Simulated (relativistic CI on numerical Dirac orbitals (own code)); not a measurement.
Ba²⁷⁺: sensitivity of the levels to the model

Base calculation: Dirac-Coulomb-Breit CI, KLI orbitals optimised for each configuration, model QED (radiative potential, 1s self-energy scaled to tabulated hydrogen-like ionisation energies), unscaled Slater integrals.

Configurations in the expansion (outside the closed core [Ar]): 3d¹⁰4s, 3d¹⁰4p, 3d¹⁰4d, 3d¹⁰4f, 3d¹⁰5s, 3d¹⁰5p, 3d¹⁰5d, 3d¹⁰5f, 3d¹⁰5g, 3d¹⁰6s, 3d¹⁰6p, 3d¹⁰6d, 3d⁹4s², 3d¹⁰6f, 3d¹⁰7s, 3d⁹4s4p, 3d¹⁰8s, 3d⁹4s4d, 3d⁹4s4f, 3d⁹4s5s, 3d⁹4s5p, 3d⁹4s5d, 3d⁹4s5f. Double excitations out of closed p, d and f shells are left out; levels of such configurations are missing from the list, as are those of other unlisted configurations, and high levels can miss mixing partners.

Variants: (1) valence Slater integrals scaled by 0.9; (2) Breit term removed. Shifts of the energy above 3d¹⁰4s ²S1/2, in eV, for the lowest level and the first level of each name with at least 55 % of one term (blank where a level changes its place among those of its configuration and J or its character, or is not in the variant):

```
        Level     Base    Δ(1)    Δ(2)
 3d¹⁰4s ²S1/2    0.000   0.000   0.000
3d¹⁰4p ²P°1/2   56.953  +0.041  -0.316
3d¹⁰4p ²P°3/2   79.318  +0.040  -0.021
 3d¹⁰4d ²D3/2  171.879  +0.001  +0.187
 3d¹⁰4d ²D5/2  176.362  +0.001  +0.328
3d¹⁰4f ²F°5/2  274.848  +0.001  +0.435
3d¹⁰4f ²F°7/2  275.533  +0.001  +0.514
 3d¹⁰5s ²S1/2  403.796  +0.012  +0.287
3d¹⁰5p ²P°1/2  430.687  +0.006  +0.143
3d¹⁰5p ²P°3/2  440.815  +0.007  +0.274
 3d¹⁰5d ²D3/2  483.643   0.000  +0.362
 3d¹⁰5d ²D5/2  485.754   0.000  +0.433
3d¹⁰5f ²F°5/2  528.774   0.000  +0.478
3d¹⁰5f ²F°7/2  529.222   0.000  +0.516
```

At this charge energies of transitions that change n are usually good to better than 1 %, and those within a shell (Δn = 0) to a few per cent.

Ionisation energy from the two ground configurations alone: base 975.054 eV; Breit term removed 975.592 eV. The NIST ASD value (semi-empirical) is 976.62 eV.

LS names give the leading component of a level, which can be under half, so a name can repeat, a term be missing and a line seem to break the LS rules.
